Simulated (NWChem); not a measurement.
# Correlation energy of BCl (+1)

```
Cl
B 1 1.6037
```
Charge +1, spin multiplicity 2.

All runs are NWChem calculations. The geometry was optimised at UPBE0/def2-SVP, a minimum by its harmonic frequencies.

Basis set: def2-SVP. Each correlation energy counts from its own Hartree-Fock reference.

The correlated methods keep 6 core orbitals frozen. This spin state was chosen for the runs; another may lie lower. The structure started from a generated list of species. The unpaired electrons of the parent sit in orbitals of symmetry a1 (C2v labels of the run); other states weren't searched. The stability of the SCF solutions was not checked. Open-shell Hartree-Fock references start from PBE0 orbitals. No row is a measurement; the coupled-cluster row has its own basis-set and correlation limits.

Order these methods by the correlation energy they give, lowest first: UMP2, SCS-UMP2, CCSD on UHF, CCSD[T] on UHF, CCSD on ROHF, CCSD[T] on ROHF.

CCSD[T] on ROHF (-201.1 mHa), CCSD[T] on UHF (-199.5 mHa), CCSD on ROHF (-192.5 mHa), CCSD on UHF (-191.2 mHa), UMP2 (-174.1 mHa), SCS-UMP2 (-167.9 mHa)
